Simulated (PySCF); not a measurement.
# Level sweep

Species: C4H5BO.
InChI=1S/C4H5BO/c5-4-2-1-3-6-4/h1-3H,5H2

PySCF, dipoles from the SCF density, polarisabilities from static response with core orbitals frozen. Geometry: PBE0-D3(BJ)/def2-SVP; no solvent, vibrations or thermal averaging.

The anisotropy is √(½[(α1 − α2)² + (α2 − α3)² + (α3 − α1)²]).

| level | μ (D) | α (Å³) | anisotropy (Å³) |
| --- | --- | --- | --- |
| LDA/def2-SVPD | 2.598 | 10.30 | 7.51 |
| PBE/def2-SVPD | 2.549 | 10.20 | 7.51 |
| B3LYP/def2-SVPD | 2.434 | 9.99 | 7.17 |
| PBE0/def2-SVPD | 2.413 | 9.90 | 7.10 |
| BHandHLYP/def2-SVPD | 2.318 | 9.70 | 6.74 |
| CAM-B3LYP/def2-SVPD | 2.303 | 9.83 | 6.85 |
| wB97X-D/def2-SVPD | 2.243 | 9.85 | 6.76 |
| LC-wPBE/def2-SVPD | 2.138 | 9.57 | 6.52 |
| HF/def2-SVPD | 2.220 | 9.46 | 6.22 |
| PBE0/6-31G* | 2.476 | 8.25 | 8.23 |
| PBE0/def2-SVP | 2.396 | 8.69 | 7.71 |
| PBE0/6-31+G* | 2.446 | 9.51 | 7.34 |
| PBE0/aug-cc-pVDZ | 2.392 | 10.16 | 7.20 |
| PBE0/def2-TZVP | 2.418 | 9.69 | 7.40 |
| PBE0/def2-TZVPD | 2.388 | 10.13 | 7.21 |

The dipole runs from 2.14 D (LC-wPBE/def2-SVPD) to 2.60 D (LDA/def2-SVPD). No reference polarisability is at hand; against PBE0 in the largest diffuse basis at hand (def2-TZVPD) the other PBE0 rows deviate by 6-31G* -19%, def2-SVP -14%, 6-31+G* -6%, def2-SVPD -2%, aug-cc-pVDZ 0%, def2-TZVP -4%. In one basis (def2-SVPD) the functionals order the polarisability from HF (lowest) to LDA (highest), a spread of 9%. With PBE0 the polarisability is 8.88 Å³ without diffuse functions (mean of 6-31G*, def2-SVP and def2-TZVP) and 9.93 Å³ with them (mean of 6-31+G*, def2-SVPD, aug-cc-pVDZ and def2-TZVPD).
